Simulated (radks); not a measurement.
Results of a calculation; reference values are marked as such.
Initial-state core-level shifts of the phosphorus ion P+ when its valence configuration changes from [Ne] 3s2 3p2. Code: a radial shooting solver on a logarithmic mesh with Libxc functionals. Model: Dirac Kohn-Sham, LDA (Slater exchange, Perdew-Wang correlation), spin-unpolarised, spherical densities, point nucleus; open shells fill j = l - 1/2 first. Shifts are changes of the shell-averaged eigenvalues in eV (positive: less bound).

[
 {"valence": "3p4", "1s": "-2.844", "2s": "-2.821", "2p": "-2.779"},
 {"valence": "3s1 3p3", "1s": "-1.464", "2s": "-1.446", "2p": "-1.426"},
 {"valence": "3s1.5 3p2.5", "1s": "-0.743", "2s": "-0.733", "2p": "-0.723"},
 {"valence": "3s0.5 3p3.5", "1s": "-2.163", "2s": "-2.142", "2p": "-2.111"}
]
